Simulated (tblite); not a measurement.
Parent: `[CH3:1][SiH2:2][SiH2:3]/[C:4]([SiH3:5])=[CH:6]\[F:7]` with C1–Si2–Si3–C4 -3°, Si2–Si3–C4–Si5 103°, C3H11FSi3.

Structures optimised with GFN2-xTB, isolated species. One conformer each, not checked by frequencies here.

```
coordinate of the parent    value
                  C1–Si2  1.902 Å
                 Si2–Si3  2.317 Å
                  Si3–C4  1.902 Å
                  C4–Si5  1.882 Å
                   C4=C6  1.321 Å
                   C6–F7  1.357 Å
              C1–Si2–Si3   109.9°
              Si2–Si3–C4   109.4°
              Si3–C4–Si5   122.3°
               Si3–C4–C6   118.5°
               Si5–C4–C6   119.1°
                C4–C6–F7   122.0°
```

**Question.** In one relative the bonds that all share with the parent change as follows (parent's numbers): C1–Si2 -0.002, Si2–Si3 -0.001, Si3–C4 -0.017, C4–Si5 +0.011, C4–C6 -0.002, C6–F7 +0.003 Å. Which is it?
A. `[CH3:1][SiH2:2][SiH2:3]/[C:4](=[CH:5]/[F:6])[SiH2:7][CH:8]([F:9])[F:10]` with C1–Si2–Si3–C4 144°, Si2–Si3–C4–C5 -101°, Si3–C4–Si7–C8 -37°, C4–Si7–C8–F9 60°
B. `[CH3:1][SiH2:2][SiH2:3]/[C:4](=[CH:5]\[F:6])[SiH2:7][C:8]#[N:9]` with C1–Si2–Si3–C4 138°, Si2–Si3–C4–C5 -70°, Si3–C4–Si7–C8 56°
C. `[CH3:1][SiH2:2][SiH2:3]/[C:4](=[CH:5]/[F:6])[SiH2:7][NH2:8]` with C1–Si2–Si3–C4 24°, Si2–Si3–C4–C5 -113°, Si3–C4–Si7–N8 -109°, C4–Si7–N8–H -53° and 174°

**Answer.** C. The changes in all of them (Å):

```csv
SMILES,C1–Si2,Si2–Si3,Si3–C4,C4–Si5,C4–C6,C6–F7
C[SiH2][SiH2]/C(=C/F)[SiH2]N,-0.002,-0.001,-0.017,+0.011,-0.002,+0.003
C[SiH2][SiH2]/C(=C/F)[SiH2]C(F)F,+0.001,+0.007,+0.005,-0.003,+0.002,-0.005
C[SiH2][SiH2]/C(=C\F)[SiH2]C#N,-0.003,+0.002,+0.005,-0.005,+0.001,-0.004
```

Atoms are paired thus: C[SiH2][SiH2]/C(=C/F)[SiH2]N: C1 = C1, Si2 = Si2, Si3 = Si3, C4 = C4, Si5 = Si7, C6 = C5, F7 = F6; C[SiH2][SiH2]/C(=C/F)[SiH2]C(F)F: C1 = C1, Si2 = Si2, Si3 = Si3, C4 = C4, Si5 = Si7, C6 = C5, F7 = F6; C[SiH2][SiH2]/C(=C\F)[SiH2]C#N: C1 = C1, Si2 = Si2, Si3 = Si3, C4 = C4, Si5 = Si7, C6 = C5, F7 = F6.

All values are computed, not measured.
